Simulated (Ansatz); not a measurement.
C$_{2}$H$_{9}$GaO (`[CH3][GaH-]([CH3])[OH2+]`) at its PBE0-D4/def2-TZVP geometry, where that method's forces vanish. Charge 0, multiplicity 1.

| atom | x (Å) | y (Å) | z (Å) |
| --- | --- | --- | --- |
| C1 | 0.416 | 1.013 | 1.627 |
| Ga2 | -0.482 | 0.411 | -0.028 |
| C3 | 0.579 | 0.157 | -1.690 |
| O4 | -0.689 | -1.770 | 0.407 |
| H5 | 0.550 | 2.099 | 1.613 |
| H6 | -0.171 | 0.767 | 2.515 |
| H7 | 1.406 | 0.561 | 1.731 |
| H8 | -2.055 | 0.601 | -0.169 |
| H9 | 0.816 | 1.128 | -2.134 |
| H10 | 0.040 | -0.415 | -2.450 |
| H11 | 1.533 | -0.339 | -1.489 |
| H12 | -1.633 | -1.959 | 0.401 |
| H13 | -0.310 | -2.254 | -0.334 |

(1) For each bond, give half the difference of the two atoms' forces along it (eV/Å; positive pushes the atoms apart) under PBE-D4, r2SCAN-D4, B3LYP-D4, ωB97M-V in def2-TZVPP. (An estimate is asked.)

Answers

(1) The calculation gave: 
```
  bond  length (Å)  PBE-D4  r2SCAN-D4  B3LYP-D4  ωB97M-V
C1–Ga2       1.976    0.00       0.01      0.14     0.03
 C1–H5       1.094    0.12       0.00     -0.06    -0.04
 C1–H6       1.092    0.10       0.00     -0.06    -0.04
 C1–H7       1.093    0.11       0.00     -0.06    -0.04
Ga2–C3       1.988   -0.01      -0.01      0.14     0.03
Ga2–O4       2.234   -0.02      -0.05      0.07     0.02
Ga2–H8       1.591   -0.01      -0.10     -0.10    -0.10
 C3–H9       1.094    0.12       0.00     -0.07    -0.05
C3–H10       1.094    0.10       0.00     -0.06    -0.04
C3–H11       1.094    0.11       0.00     -0.06    -0.04
O4–H12       0.963    0.37       0.05      0.02    -0.02
O4–H13       0.963    0.38       0.05      0.02    -0.02
```

B3LYP here is the variant with VWN-RPA as its local correlation; programs differ in this.

Results of the Gaussian-basis code of Ansatz.
